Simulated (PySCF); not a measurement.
Compound: (H2Ga-mu-SeH)2.
Cartesian coordinates in Å at the PBE0-D3(BJ)/def2-SVP level; atoms count from 1:
```
atom  x, y, z in Å
Ga1    0.6124    0.0820   -1.5907
H2     1.8860   -0.7568   -1.9320
H3    -0.2347    1.0236   -2.5045
Se4    1.0839    1.4522    0.4793
Ga5   -1.0556    0.3597    1.2743
H6    -0.7925   -0.3043    2.6631
H7    -2.1846    1.3502    0.8441
Se8   -1.0840   -1.4474   -0.4942
H9     1.9670    0.4466    1.0911
H10   -0.0732   -2.2826    0.1739
```

The calculation used PBE0-D3(BJ)/def2-SVP geometry optimisation, gas phase (PySCF 2.14.0).

Take the most abundant isotopes and a rigid rotor. The values belong to one conformer.

Question: What are A, B and C (cm⁻¹)?

Answer: Ia = 425.61, Ib = 590.13, Ic = 971.31 u·Å²; 505379 MHz·u·Å²/I gives 1187, 856.4 and 520.3 MHz, that is A = 0.03961, B = 0.02857, C = 0.01736 cm⁻¹.

Question: Classify the top.

Answer: An asymmetric top; Ray's κ = 0.008.

Question: What does the inertial defect say?

Answer: Not planar: Δ = Ic − Ia − Ib = -44.42 u·Å². For a rigid frame Δ = −2 Σ m c², so Σ m c² = 22.21 u·Å² lies off the ab plane: 13.35 from hydrogen and 8.86 from heavier atoms. The atom farthest from that plane is 1.73 Å away.

Question: Give the other two planar moments, Paa and Pbb, and the rms extents of the mass along the axes.

Answer: Paa = Σ m a² = (Ib + Ic − Ia)/2 = 567.92 and Pbb = Σ m b² = (Ia + Ic − Ib)/2 = 403.40 u·Å². With the mass M = 303.73 u, the rms extents √(P/M) along a, b and c are 1.37, 1.15, 0.27 Å.

Question: Which types of transition are allowed, and where do some lines up to J = 2 fall?

Answer: The dipole components are |μa| = 0.00 D, |μb| = 0.00 D, |μc| = 1.58 D; the symmetry axis of this C2v structure is c, so μa and μb vanish by symmetry and there are no a-type or b-type lines. Some lines, for components of 0.1 D or more:

```tsv
type	branch	J(Ka,Kc)	MHz	lower level (cm⁻¹)
c	Q	1(1,1) ← 1(0,1)	331	0.046
c	Q	2(2,1) ← 2(1,1)	993	0.171
c	R	1(1,0) ← 0(0,0)	2044	0.000
c	R	2(1,1) ← 1(0,1)	3757	0.046
c	R	2(2,0) ← 1(1,0)	4240	0.068
c	R	2(2,1) ← 1(1,1)	4419	0.057
```

Question: Estimate the classical rotational partition function at 25 K, 50 K and 298.15 K.

Answer: Point group C2v, symmetry number σ = 2; q = (√π/σ)·√((kT/h)³/(ABC)), k/h = 20836.6 MHz/K: 14500 at 25 K, 41000 at 50 K, 597000 at 298.15 K.

No PBE0-D3(BJ)/def2-SVP frequencies stand behind this structure, so it isn't proved a minimum. Zero-point vibration and centrifugal distortion are left out. Quadrupole hyperfine structure (69Ga) is left out.
